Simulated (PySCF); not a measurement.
Computed with B3LYP-D3(BJ)/def2-TZVP // PBE0-D4/def2-TZVP in PySCF 2.14.0. All species are isolated molecules in the gas phase. One relaxed conformer stands for a flexible species; it need not be the lowest. B3LYP has the VWN-RPA correlation part, as in Gaussian. Delta-SCF ions had no search for a lower state. Excitations are Tamm–Dancoff values on a coarser integration grid. The basis has no diffuse functions, so Rydberg states are missing or too high.

Reference species (SMILES): `CC#C[SiH2]O` (neutral, multiplicity 1).

```json
{
 "vertical ionisation energy (Delta-SCF)": "9.78 eV",
 "LUMO": "-0.50 eV",
 "T1 excitation (TDA)": "4.91 eV",
 "S1–T1 gap (TDA)": "0.73 eV"
}
```

Changed species: `O[SiH2]B(O)O` (X = borono; the reference has X = propynyl).

Problem. What does the change do to the vertical ionisation energy (Delta-SCF), LUMO, T1 excitation (TDA) and S1–T1 gap (TDA)?

Solution. the vertical ionisation energy (Delta-SCF) rises by 0.46 eV, to 10.24 eV; the LUMO rises by 0.16 eV, to -0.34 eV; the T1 excitation (TDA) rises by 0.49 eV, to 5.40 eV; the S1–T1 gap (TDA) rises by 0.39 eV, to 1.12 eV.
